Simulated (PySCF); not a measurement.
Method: B3LYP-D3(BJ)/def2-TZVP (PySCF). Isolated molecules, 0 K electronic values unless said otherwise. B3LYP has the VWN-RPA correlation part, as in Gaussian. 

Reference species (SMILES): `[SiH3]C(C)C` (neutral, multiplicity 1).

The HOMO–LUMO gap is 8.39 eV. The HOMO is -7.95 eV.

Changed species: `C[SiH](C)C`.

### Question
Give the shifts of the HOMO–LUMO gap and HOMO.

### Answer
the HOMO–LUMO gap rises by 0.69 eV, to 9.08 eV; the HOMO drops by 0.37 eV, to -8.32 eV.
